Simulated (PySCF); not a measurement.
GeHCl3, SMILES [GeH]([Cl])([Cl])[Cl].

The structure is a stationary point at B3LYP-D3(BJ)/def2-SVP. The isomer is the one that the SMILES or the coordinates give; other isomers of the formula were not compared.

Calculation: B3LYP-D3(BJ)/def2-SVP run with PySCF.

Frequencies are harmonic and unscaled.

Modes within 1.5 cm⁻¹ of each other (mostly degenerate sets) share a row, with their intensities summed.

Computed harmonic wavenumbers and intensities:
| mode | ν (cm⁻¹) | IR (km/mol) | Raman (Å⁴/amu) | depolarisation | moving atoms (share of kinetic energy) |
|---|---|---|---|---|---|
| 1–2 | 141 | 5.4 | 6.9 | 0.75 | Cl 86 %, Ge 13 % |
| 3 | 176 | 8.9 | 3.1 | 0.62 | Cl 58 %, Ge 41 % |
| 4 | 404 | 13.2 | 16.6 | 0.03 | Cl 83 %, Ge 17 % |
| 5–6 | 443 | 162.5 | 7.9 | 0.75 | Cl 60 %, Ge 40 % |
| 7–8 | 711 | 141.5 | 31.6 | 0.75 | H 97 % |
| 9 | 2186 | 56.9 | 199.2 | 0.19 | H 99 % |
